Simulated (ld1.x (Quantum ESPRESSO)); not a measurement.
# What one change does to a pseudopotential (Nb (Z = 41), TM)

| Item | Value |
| --- | --- |
| Element | Nb (Z = 41) |
| Generator | ld1.x (Quantum ESPRESSO) 7.5 |
| Type | norm-conserving Troullier–Martins (Kleinman–Bylander form) |
| Functional | PBEsol |
| Relativity | scalar-relativistic |
| Frozen core | [Ar] 3d10 4s2 |
| Valence charge | 11 |
| Reference configuration | 4p6 4d4 5s1 5p0 |
| Partial waves | 5s (bound): rc 3.40 bohr; 4d (bound): rc 2.70 bohr; 4p (bound): rc 1.70 bohr |
| Local potential | the p channel |
| Core correction | none |

All-electron outer shells of the reference configuration (PBEsol, scalar-relativistic, ld1.x):

```tsv
shell	level (eV)	outermost node (bohr)	outermost maximum (bohr)
3d	-196.29	–	0.33
4s	-58.35	0.53	1.04
4p	-34.49	0.54	1.12
5s	-4.01	1.41	3.08
4d	-3.06	0.55	1.51
5p	-1.09	1.63	4.21
```

Change: wave 4p (bound): rc 1.70 bohr becomes 4p (bound): rc 1.32 bohr.

Cutoffs: the cutoffs (Ry, on a coarse ladder) from which the occupation-weighted sum of valence levels, in a spherical-Bessel basis at the reference potential, stays within 10 and 1 mRy of its value at 400 Ry; they do not see the model core or the augmentation charge, which bear on the density cutoff. Errors are all-electron minus pseudo energies relative to the spin-unpolarised reference configuration.

Task: What does the change do?

Result: The potential gets harder (40 Ry and 55 Ry → 60 Ry and 110 Ry); both files keep a bound ghost (s); the number of tests that count goes from 6 to 7; of the 6 tests that both files solve, the error grows in 2 and shrinks in 2 by more than 15 % and 0.3 meV (median size 9.7 → 9.8 meV); the range in which the p phases agree widens (upper end 0.0 → 2.8); the range in which the d phases agree narrows (upper end 4.0 → 1.0). A smaller radius makes the pseudo-wave follow the all-electron one further in, where it bends more sharply, so more plane waves are needed.

| quantity | base | changed |
| --- | --- | --- |
| cutoff, loose | 40 Ry | 60 Ry |
| cutoff, tight | 55 Ry | 110 Ry |
| loose cutoff by channel (10 mRy a level) | s 6 Ry, d 21 Ry, p 21 Ry | s 8 Ry, d 21 Ry, p 45 Ry |
| bound ghosts | s | s |
| tests counted (converged, no solver errors) | 6 of 7 | 7 of 7 |
| error for 4p6 4d4 5s0 5p0, meV [ΔE 6.65 eV] | -7.7 | -7.9 |
| error for 4p6 4d3 5s0 5p0, meV [ΔE 20.68 eV] | +5.5 | +4.3 |
| error for 4p6 4d2 5s0 5p0, meV [ΔE 45.38 eV] | +67 | +61 |
| error for 4p6 4d3 5s1 5p1, meV [ΔE 2.81 eV] | +53 | +12 |
| error for 4p6 4d4.5 5s0.5 5p0, meV [ΔE 0.57 eV] | -3.0 | -3.5 |
| error for 4p6 4d3 5s2 5p0, meV [ΔE -0.53 eV] | -12 | -20 |
| s: phases at 3.69 bohr within 0.05 rad from the reference energy up to (Ry; the scan ends near 5) | 1.6 | 2.2 |
| p: phases at 3.69 bohr within 0.05 rad from the reference energy up to (Ry; the scan ends near 5) | 0.0 | 2.8 |
| d: phases at 3.69 bohr within 0.05 rad from the reference energy up to (Ry; the scan ends near 5) | 4.0 | 1.0 |

Base: Tests not counted: 4p6 4d3 5s1 5p0 (pseudo-atom not self-consistent, printed error +0.1 meV). ld1.x printed “convergence not achieved” for 3 of the counted tests; their residual had stalled under 1e-8, short of the target of 1e-14. Changed file: ld1.x printed “convergence not achieved” for 4 of the counted tests; their residual had stalled under 1e-8, short of the target of 1e-14. A true bound ghost makes a file unfit for plane-wave use even where its test errors are small: the radial tests pick states by their node count and pass the ghost by.
